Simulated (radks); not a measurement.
Task: Species: Mg+. Configuration: [Ne] 3s1. All-electron calculation, scalar-relativistic Kohn-Sham, exchange-only r2SCAN, spin-polarised, spherical densities, finite nucleus; open shells are filled with parallel spins first; meta-GGA in the generalised Kohn-Sham scheme; Fermi nuclear charge, rms radius 3.057 fm. Program: a radial shooting solver on a logarithmic mesh with Libxc functionals. Some entries of the table are withheld. Estimate them.

| orbital | occ. | eigenvalue (Ry) | <r^2> (bohr^2) |
|---|---|---|---|
| 1s up | 1 | -93.90962 | 0.02298 |
| 1s down | 1 | -93.90417 | 0.02298 |
| 2s up | 1 | -6.71727 | (1) |
| 2s down | 1 | -6.71053 | (2) |
| 2p up | 3 | -4.12602 | (3) |
| 2p down | 3 | -4.11518 | (4) |
| 3s up | 1 | -0.86593 | 9.173 |

Result: 
(1) 2s up <r^2> (bohr^2): 0.5785
(2) 2s down <r^2> (bohr^2): 0.5787
(3) 2p up <r^2> (bohr^2): 0.6061
(4) 2p down <r^2> (bohr^2): 0.5981
